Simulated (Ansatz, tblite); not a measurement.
Cost and result up the ladder for (HMg-mu-OH)2 (Mg₂O₂H₄) (8 atoms). The state is a singlet with charge 0. Geometry: PBE-D4/def2-SVP.

```xyz
8

Mg    0.479    0.988   -1.000
H     1.031    2.127   -2.153
O    -1.148   -0.044   -0.593
Mg   -0.479   -0.988    1.000
H    -1.031   -2.126    2.153
O     1.147    0.045    0.594
H    -2.007   -0.079   -1.039
H     2.008    0.077    1.038
```

Ansatz on 4 threads of Intel Xeon Platinum 8375C on a shared host; xTB runs through tblite on one thread. Times are rough, summed over both states, and most runs start from the orbitals of an earlier one. PBE0-D4/def2-TZVP serves as the yardstick here, not as an exact answer. The other state is a triplet.

The xTB rows come from tblite.

xTB has no spin-polarisation term.

```csv
level,functions,vertical triplet (eV),difference from PBE0-D4/def2-TZVP (eV)
GFN1-xTB,24,5.32,0.01
PBE-D4/def2-TZVP,150,4.69,-0.63
r2SCAN-D4/def2-TZVP,150,5.00,-0.31
PBE0-D4/def2-TZVP (with forces),150,5.31,0.00
GFN2-xTB,30,3.76,-1.56
```

Q: Estimate how long each takes.

A: GFN1-xTB 0.025 s; GFN2-xTB 0.026 s; PBE-D4/def2-TZVP 4.7 s; r2SCAN-D4/def2-TZVP 12 s; PBE0-D4/def2-TZVP (with forces) 16 s. On shared hardware such times vary by a factor of up to 3.
